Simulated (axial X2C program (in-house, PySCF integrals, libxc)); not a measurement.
## Which molecule has these constants?

All values come from calculations with an in-house relativistic program for diatomic molecules, spin-free (one-electron X2C) or two-component (2c: spin–orbit coupling with atomic mean-field Coulomb and Gaunt terms, which also bring small scalar terms), in Dyall basis sets with cores contracted in-house; open shells are unrestricted.

A two-component PBE0 calculation in a Dyall 3-zeta basis gave Re = 2.069 Å, ωe = 585.3 cm⁻¹, dipole magnitude 5.66 D, Ω = 1.

**Question.** Which molecule is it?
A. TiCl
B. AlTi
C. TiS
D. NaTi
E. MgTi

**Answer.** C. The others have AlTi 2.490 Å and 329.2 cm⁻¹ (Ω = 1/2); TiCl 2.253 Å and 410.4 cm⁻¹ (Ω = 3/2); MgTi 2.956 Å and 167.9 cm⁻¹ (Ω = 4); NaTi 3.036 Å and 152.0 cm⁻¹ (Ω = 1/2).

Each entry is the lowest single determinant of a limited PBE0 search at one distance. De goes to single-determinant-based atoms at the same level (for ions the charge split of lowest energy) and is withheld (n/a) where an atom does not fit its ground term or J level. Main or longest-lived isotopes. One determinant is a doubtful description, or other states lie close, for TiS, AlTi, TiCl, MgTi, NaTi; these need not be ground states, and all values refer to the states named. Some open-shell Ω = 0 determinants are out of reach, so the Ω given for MgTi need not be the lowest component. With several unpaired electrons the Ω given is that of one determinant, not necessarily of the lowest component. The functionals have no current term, which raises determinants with orbital currents. Where the atoms have a lower orbital projection than the molecule, De at mean-field level may be about a tenth of an eV too small.
